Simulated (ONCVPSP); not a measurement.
## Pseudopotential generation for Ru: ONCV, PBE, non-relativistic.

ONCVPSP 4.0.1 was run on this input:

```
# ATOM AND REFERENCE CONFIGURATION
# atsym  z   nc   nv     iexc    psfile
  Ru 44.00    6    5        4      upf
#
#   n    l    f
    1    0    2.00
    2    0    2.00
    2    1    6.00
    3    0    2.00
    3    1    6.00
    3    2   10.00
    4    0    2.00
    4    1    6.00
    4    2    7.00
    5    0    0.75
    5    1    0.25
#
# PSEUDOPOTENTIAL AND OPTIMIZATION
# lmax
    2
#
#   l,   rc,      ep,       ncon, nbas, qcut
    0    2.05    0.00    4    7    5.50
    1    2.00    0.00    4    8    5.40
    2    1.95    0.00    4    9    6.80
#
# LOCAL POTENTIAL
# lloc, lpopt,  rc(5),   dvloc0
    4    5    1.50    6.00
#
# VANDERBILT-KLEINMAN-BYLANDER PROJECTORs
# l, nproj, debl
    0    2    0.90
    1    2    1.80
    2    2    1.70
#
# MODEL CORE CHARGE
# icmod, fcfact, rcfact
    0    0.00    0.00
#
# LOG DERIVATIVE ANALYSIS
# epsh1, epsh2, depsh
   -4.00    5.00    0.02
#
# OUTPUT GRID
# rlmax, drl
    6.00    0.01
#
# TEST CONFIGURATIONS
# ncnf
    4
# nvcnf
#   n    l    f
    5
    4    0    2.00
    4    1    6.00
    4    2    7.00
    5    0    1.00
    5    1    0.00
#
    5
    4    0    2.00
    4    1    6.00
    4    2    7.00
    5    0    0.00
    5    1    0.00
#
    5
    4    0    2.00
    4    1    6.00
    4    2    6.00
    5    0    0.00
    5    1    0.00
#
    5
    4    0    1.00
    4    1    6.00
    4    2    7.00
    5    0    1.00
    5    1    0.00
#
```

Command:

```bash
oncvpspnr.x < Ru.dat > Ru.out
```

Resulting log (shortened: citation, most of the input echo, consistency checks and plot data are left out):

```
ONCVPSP  (Optimized Norm-Conservinng Vanderbilt PSeudopotential)
scalar-relativistic version 4.0.1

#   n    l    f        energy (Ha)
    1    0    2.00    -7.8393738E+02
    2    0    2.00    -1.1065986E+02
    2    1    6.00    -1.0238200E+02
    3    0    2.00    -1.9418308E+01
    3    1    6.00    -1.6170834E+01
    3    2   10.00    -1.0197572E+01
    4    0    2.00    -2.6427452E+00
    4    1    6.00    -1.6790139E+00
    4    2    7.00    -2.1796152E-01
    5    0    0.75    -1.5350884E-01
    5    1    0.25    -4.2010262E-02

Reference configufation results
  iterations    33
  all-electron total energy (Ha)   -4.44313769D+03

Begin loop to  construct optimized pseudo wave functions
and semi-local pseudopoentials for all angular momenta

Calculating optimized projector #   1

 for l=   0

    Fraction of norm inside rc  0.987790
    Optimizing pswf for qcut=   5.49 a_B^-1,  ecut=  15.07 Ha
    Residual kinetic energy error=  3.86D-06 Ha

    Energy error per electron        Cutoff
         Ha          eV             Ha
         0.01000     0.27211        5.13
         0.00100     0.02721        6.76
         0.00010     0.00272        9.40
         0.00001     0.00027       13.76

Calculating optimized projector #   2

 for l=   0

    Fraction of norm inside rc  0.105734
    Optimizing pswf for qcut=   5.49 a_B^-1,  ecut=  15.07 Ha
    Residual kinetic energy error=  2.65D-05 Ha

    Energy error per electron        Cutoff
         Ha          eV             Ha
         0.01000     0.27211        3.90
         0.00100     0.02721        5.88
         0.00010     0.00272       12.84
         0.00001     0.00027       23.09

Calculating optimized projector #   1

 for l=   1

    Fraction of norm inside rc  0.963724
    Optimizing pswf for qcut=   5.39 a_B^-1,  ecut=  14.55 Ha
    Residual kinetic energy error=  1.73D-04 Ha

    Energy error per electron        Cutoff
         Ha          eV             Ha
         0.01000     0.27211       10.34
         0.00100     0.02721       12.83
         0.00010     0.00272       17.92
         0.00001     0.00027       47.82

Calculating optimized projector #   2

 for l=   1

    Fraction of norm inside rc  0.023652
    Optimizing pswf for qcut=   5.39 a_B^-1,  ecut=  14.55 Ha
    Residual kinetic energy error=  1.40D-05 Ha

    Energy error per electron        Cutoff
         Ha          eV             Ha
         0.01000     0.27211        6.39
         0.00100     0.02721        9.90
         0.00010     0.00272       12.63
         0.00001     0.00027       14.91

   Wellstate for l =  2  n =  6
     eigenvalue =   1.4820
     asymptotic potential =   1.9820
     half-point radius =  4.5694

Calculating optimized projector #   1

 for l=   2

    Fraction of norm inside rc  0.715284
    Optimizing pswf for qcut=   6.80 a_B^-1,  ecut=  23.14 Ha
    Residual kinetic energy error=  2.76D-05 Ha

    Energy error per electron        Cutoff
         Ha          eV             Ha
         0.01000     0.27211       15.19
         0.00100     0.02721       18.59
         0.00010     0.00272       21.60
         0.00001     0.00027       39.44

Calculating optimized projector #   2

 for l=   2

    Fraction of norm inside rc  0.098881
    Optimizing pswf for qcut=   6.80 a_B^-1,  ecut=  23.14 Ha
    Residual kinetic energy error=  6.13D-05 Ha

    Energy error per electron        Cutoff
         Ha          eV             Ha
         0.01000     0.27211       15.01
         0.00100     0.02721       19.07
         0.00010     0.00272       22.62
         0.00001     0.00027       41.09

Construct Vanderbilt / Kleinmman-Bylander projectors

B matrix Hermiticity error, ll=   0
   1   2    4.1610E-09

  Orthonormal projector coefficients -1.7356E+00  1.3881E+00

B matrix Hermiticity error, ll=   1
   1   2   -2.6253E-09

  Orthonormal projector coefficients -2.8433E+00 -4.3851E-01

B matrix Hermiticity error, ll=   2
   1   2    5.9600E-09

  Orthonormal projector coefficients -4.3223E+00 -9.7641E-01

Pseudoatom total energy  -94.056784

Diagnostic tests using Vanderbilt-Kleinman-Bylander pseudopotentials
  1 or more projectors used as specified by nproj input data

   l    rcore       rmatch      e in        delta e   norm test  slope test

   0   2.0598249   2.1223657  -2.6427452   0.0000001   1.0000003   1.0000003
   0   2.0598249   2.1223657  -0.1535088   0.0000000   1.0000000   1.0000000

   1   2.0111218   2.0721839  -1.6790139  -0.0000001   0.9999998   0.9999997
   1   2.0111218   2.0721839  -0.0420103   0.0000000   1.0000000   1.0000000

   2   1.9518592   2.0111218  -0.2179615  -0.0000003   0.9999998   0.9999989
   2   1.9518592   2.0111218   1.4820385  -0.0000000   1.0000000   1.0000000

 Testing for bound ghosts
   n   l    E NL Schr. Eq   E Basis Diag.   E Cutoff

   1   0       -2.642745       -2.642721     45.16
   2   0       -0.153509       -0.129796     45.16

   2   1       -1.679014       -1.679009     75.39
   3   1       -0.042010        0.039003     75.39

   3   2       -0.217962       -0.216516    116.38

 Testing for highly-localized positive-energy ghosts
       l    <radius>/rc     E Basis Diag.   E Cutoff

Test configuration 0

   n   l     f        eae           eps        diff
   1   0  2.0000 -783.93738483
   2   0  2.0000 -110.65986198
   2   1  6.0000 -102.38199760
   3   0  2.0000  -19.41830841
   3   1  6.0000  -16.17083380
   3   2 10.0000  -10.19757219
   4   0  2.0000   -2.64274518   -2.64274512    5.68D-08
   4   1  6.0000   -1.67901390   -1.67901401   -1.08D-07
   4   2  7.0000   -0.21796152   -0.21796185   -3.34D-07
   5   0  0.7500   -0.15350884   -0.15350884    0.00D+00
   5   1  0.2500   -0.04201026   -0.04201026    0.00D+00

    Total energies and differences
      AE_ref= -4.44313769D+03  AE_tst= -4.44313769D+03  dif=  0.00D+00
      PS_ref= -9.40567841D+01  PS_tst= -9.40567841D+01  dif= -3.37D-12
      PSP excitation error=  3.37D-12

Test configuration 1

   n   l     f        eae           eps        diff
   1   0  2.0000 -783.92232445
   2   0  2.0000 -110.64524157
   2   1  6.0000 -102.36735923
   3   0  2.0000  -19.40348975
   3   1  6.0000  -16.15601969
   3   2 10.0000  -10.18279898
   4   0  2.0000   -2.62743798   -2.62725585    1.82D-04
   4   1  6.0000   -1.66359146   -1.66349948    9.20D-05
   4   2  7.0000   -0.20304648   -0.20305198   -5.50D-06
   5   0  1.0000   -0.14324186   -0.14323771    4.15D-06

    Total energies and differences
      AE_ref= -4.44313769D+03  AE_tst= -4.44316528D+03  dif= -2.76D-02
      PS_ref= -9.40567841D+01  PS_tst= -9.40843774D+01  dif= -2.76D-02
      PSP excitation error= -5.21D-07

Test configuration 2

   n   l     f        eae           eps        diff
   1   0  2.0000 -784.18820721
   2   0  2.0000 -110.90760351
   2   1  6.0000 -102.62994403
   3   0  2.0000  -19.66700514
   3   1  6.0000  -16.41951298
   3   2 10.0000  -10.44599538
   4   0  2.0000   -2.89426150   -2.89511920   -8.58D-04
   4   1  6.0000   -1.93133683   -1.93180117   -4.64D-04
   4   2  7.0000   -0.46756687   -0.46759165   -2.48D-05

    Total energies and differences
      AE_ref= -4.44313769D+03  AE_tst= -4.44291398D+03  dif=  2.24D-01
      PS_ref= -9.40567841D+01  PS_tst= -9.38330657D+01  dif=  2.24D-01
      PSP excitation error= -8.82D-06

Test configuration 3

psatom: WARNING lschvkbb convergence error n,l,iter=   3   1   4
ea(ii),et,emin,emax -4.596875E-02 -5.056562E-02 -5.056562E-02 -5.056562E-02
run_config: WARNING for fully non-local PS atom, stg. 1
 WARNING no output for configuration 4

Test configuration 4

   n   l     f        eae           eps        diff
   1   0  2.0000 -784.50370339
   2   0  2.0000 -111.19613159
   2   1  6.0000 -102.92038957
   3   0  2.0000  -19.95034063
   3   1  6.0000  -16.70296070
   3   2 10.0000  -10.72877356
   4   0  1.0000   -3.10777588   -3.13851597   -3.07D-02
   4   1  6.0000   -2.13280917   -2.14509260   -1.23D-02
   4   2  7.0000   -0.62153405   -0.62127700    2.57D-04
   5   0  1.0000   -0.41990255   -0.42098656   -1.08D-03

    Total energies and differences
      AE_ref= -4.44313769D+03  AE_tst= -4.44030630D+03  dif=  2.83D+00
      PS_ref= -9.40567841D+01  PS_tst= -9.12100918D+01  dif=  2.85D+00
      PSP excitation error= -1.53D-02
```

oncvpspnr.x prints “scalar-relativistic version” in its banner although the run is non-relativistic.

The run took about 5.1 s on one core of a shared server CPU.
